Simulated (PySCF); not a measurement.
C₂H₅Si, SMILES C[Si][CH2] (connectivity only; charge and spin as stated), charge +1, multiplicity 1.

Geometry: TPSSh-D3(BJ)/def2-TZVP. The spin state was assumed, not searched. The isomer is the one that the SMILES or the coordinates give; other isomers of the formula were not compared.

Level of theory: SMD-ωB97X/6-31G* (PySCF).

Solvation free energies are E(SMD) − E(gas) at the gas-phase geometry, for 1 M in both phases.

Question: Estimate the solvation free energies in water, benzene, cyclohexanone. (An estimate is asked for; the answer gives what the named calculation found.)

Answer: 
| solvent | ΔG(solv) (kcal/mol) | its non-electrostatic (CDS) part |
|---|---|---|
| water | -59.2 | 3.5 |
| benzene | -35.3 | 0.0 |
| cyclohexanone | -58.1 | 1.3 |
